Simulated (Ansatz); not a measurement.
The same group exchange along the group B, Al, In.

Program: Ansatz. Geometries: PBE0-D4/def2-TZVP. ΔE: electronic, gas phase. CCSD(T)/CBS adds triple-zeta CCSD(T) − MP2 to the extrapolated MP2 energy (def2 sets, frozen cores). This one scheme is used for every species. Functionals use def2-TZVPP. Elements past krypton have def2 core potentials. For In outer-core shells are correlated without core-valence functions, which leaves a few kJ/mol of doubt a bond. One conformer a species, not always the lowest.

| reaction | B2PLYP (kJ/mol) | CCSD/CBS(def2) (kJ/mol) | PBE-D4 (kJ/mol) |
| --- | --- | --- | --- |
| `CNB(Cl)Cl` + CH₄ → `CNB(C)Cl` + HCl | 80 | 75 | 79 |
| `C[NH][Al]([Cl])[Cl]` + CH₄ → `C[NH][Al]([CH3])[Cl]` + HCl | 165 | 164 | 154 |
| `C[NH][In]([Cl])[Cl]` + CH₄ → `C[NH][In]([CH3])[Cl]` + HCl | 127 | 125 | 121 |

Give the CCSD(T)/CBS values in the same order. (Best estimate.)

The calculation gave: 76, 162, 124 kJ/mol.

Largest T1 diagnostic: 0.013, for `C[NH][In]([Cl])[Cl]`.
